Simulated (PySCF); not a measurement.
Computed vibrations of [La(P5)]2+

[La(P5)]2+ (singlet). PySCF 2.14.0, RKS PBE0, La def2-SVP with ECP46, P def2-SVP; non-relativistic Hamiltonian with scalar-relativistic core potentials where named; density fitting; no spin-orbit coupling. Central differences of gradients.

```xyz
6

La    0.0000    0.0000   -1.3011
P     1.8210    0.0000    1.1670
P     0.5627    1.7319    1.1670
P    -1.4732    1.0703    1.1670
P    -1.4732   -1.0704    1.1670
P     0.5627   -1.7319    1.1670
```

Run from Python with OMP_NUM_THREADS=2. Where DIIS fails, smearing, a level shift and second-order steps follow.
It took 55 s on 2 threads of Arm Neoverse V1 (shared host).

Question: What are the harmonic wavenumbers and infrared intensities?

Answer: Modes are labelled in C5v; negative numbers are unstable modes, those under 60 cm⁻¹ near the noise; a finer grid moves soft modes by up to 10 cm⁻¹.
```
cm⁻¹  km/mol  symmetry
  86     0.4        e1
  86     0.4        e1
 201    23.6        a1
 206     0.0        e2
 206     0.0        e2
 297     0.0        e2
 297     0.0        e2
 450     0.2        a1
 468     0.0        e2
 468     0.0        e2
 486     8.2        e1
 486     8.2        e1
```

Question: Is this a minimum?

Answer: Yes. Ideal gas at 298.15 K and 1 bar: S = 380.4 J/(mol K), Cp = 114.2 J/(mol K), H − H(0 K) = 23.7 kJ/mol (rigid rotor, harmonic modes, spin degeneracy alone).
